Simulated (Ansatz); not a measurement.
Isomers of Au4F3 (doublet), relaxed with PBE-D4/def2-SVP; total energies from Ansatz at B2PLYP/def2-TZVP.

```csv
isomer,description,energy (Eh)
A,point group C2v; 4 × Au–F 2.01 to 2.07 Å; 3 × Au–Au 2.59 to 2.76 Å,-841.71007
B,point group Cs; 4 × Au–Au 2.62 to 2.67 Å; 3 × Au–F 1.93 to 2.01 Å,-841.69955
C,point group Cs; 4 × Au–Au 2.64 to 3.18 Å; 4 × Au–F 1.93 to 2.07 Å,-841.70830
D,point group Cs; 4 × Au–F 1.94 to 2.23 Å; 4 × Au–Au 2.61 to 3.01 Å,-841.70509
```

In the def2 sets Au takes a core potential; there is no spin–orbit coupling. Correlated methods freeze 3 core orbitals; core or outer-core shells of Au are correlated, in sets that lack core-valence functions.

The isomers come from a short search, and lower ones may exist.

Work out the relative energies (1 Eh = 2625.5 kJ/mol) and the Boltzmann populations at 800 K from electronic energies alone (R = 8.314 J/mol/K).

ΔE: A 0.0, B 27.6, C 4.6, D 13.1 kJ/mol. RT = 6.65 kJ/mol. Factors exp(−ΔE/RT): A 1, B 0.0158, C 0.501, D 0.139; sum 1.656. Populations: A 60.4 %, B 1.0 %, C 30.3 %, D 8.4 %. Zero-point energy, vibrational entropy and symmetry numbers are left out and can shift these; an error of 4 kJ/mol changes a ratio by a factor of 1.8. Over the other density-functional and correlated levels in def2 sets, the gap between A and C ranges from -1 to 10 kJ/mol.
